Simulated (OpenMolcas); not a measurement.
**How basis sets differ on CH3ClFIn (SMILES [CH3][In]([F])[Cl])**

CH3ClFIn has 7 atoms, charge 0, and is taken as a singlet. SMILES: `[CH3][In]([F])[Cl]`. The shape is that of a PBE0-D4/def2-TZVP optimisation.

Quantity: the HOMO–LUMO gap, in eV. The values are calculated.

```csv
level,kind,program,value (eV),CPU time
HF/ANO-R0 (sfX2C),Hartree–Fock,OpenMolcas,12.16,11 s
HF/ANO-RCC-MB (DKH2),Hartree–Fock,OpenMolcas,12.76,12 s
HF/STO-3G,Hartree–Fock,OpenMolcas,14.24,5.9 s
HF/3-21G,Hartree–Fock,OpenMolcas,12.85,8.6 s
HF/def2-SVP (core potential),Hartree–Fock,OpenMolcas,13.02,14 s
```

All-electron rows without a relativistic Hamiltonian named are non-relativistic, while core potentials hold scalar relativity, so basis and relativity change together. The values span 12.16 to 14.24 eV. A Hartree–Fock LUMO above zero doesn't converge with the basis: it sinks as sets grow more diffuse. Orbital gaps aren't excitation energies. CPU times are rough (shared hosts, several kinds of processor and program).
